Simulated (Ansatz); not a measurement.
The same path of AlCl3H4HfO2 (11 atoms, charge 0, multiplicity 1) was run 3 times with different band settings. Lost on the way: Cl6–Al8, O7–H11. Made: O2–H11.

Theory: RHF/def2-SVP (Ansatz 0.2.0).

Relaxed end points:

```xyz
11
Properties=species:S:1:pos:R:3
Hf 0.105 -0.182 0.344
O 0.419 0.692 2.009
H 0.547 1.304 2.712
Cl 1.846 0.757 -0.985
Cl -2.075 0.626 -0.174
Cl -0.176 -2.255 -1.388
O 0.377 -2.029 1.368
Al 0.244 -3.635 0.409
H 1.662 -4.305 0.284
H -1.055 -4.413 0.837
H 0.566 -2.001 2.298
```

```xyz
11
Properties=species:S:1:pos:R:3
Hf 0.158 -0.579 -0.174
O 0.324 0.115 2.081
H -0.416 0.497 2.538
Cl 2.373 0.419 -0.101
Cl -1.990 0.494 0.216
Cl -0.026 -0.815 -2.547
O 0.184 -2.398 0.407
Al 0.225 -4.061 0.819
H 0.368 -5.125 -0.326
H 0.127 -4.427 2.346
H 1.135 0.439 2.454
```

Common settings: spring 5.0 eV/Å²; optimiser quadratic models (default); start path through a guess of the saddle point; iteration limit 60; end points relaxed.

| run | movable images | climbing image | force threshold |
| --- | --- | --- | --- |
| 1 | 5 | yes | 0.03 eV/Å |
| 2 | 3 | no | 0.03 eV/Å |
| 3 | 5 | yes | 0.5 eV/Å |

**Question.** What does each run give, and how far can it be trusted?

**Answer.** Run 1: converged after 31 iterations, highest image 1.483 eV above the first end. A vibrational analysis at the climbing image gives one clearly imaginary mode, 1580i cm⁻¹, and a faint second one (28i cm⁻¹) that may be numerical noise or a soft torsion: probably a first-order saddle point. Another band between the same ends, with other settings, climbed to 0.956 eV only, so this may not be the lowest route.
Run 2: converged after 19 iterations, highest image 0.805 eV above the first end. No image climbed, so the highest image needn't sit at the top of the path. A band with more images between the same ends climbed to 1.48 eV, so this one has probably stepped over the top. So few images can step over the top or miss a turn of the path.
Run 3: converged after 10 iterations, highest image 0.956 eV above the first end. The threshold of 0.5 eV/Å is loose, so the images may lie well off the minimum-energy path. The order of the stationary point at the top wasn't checked.
The orbitals stay closed-shell, which can raise the energy where a bond breaks towards radicals; this wasn't checked here.
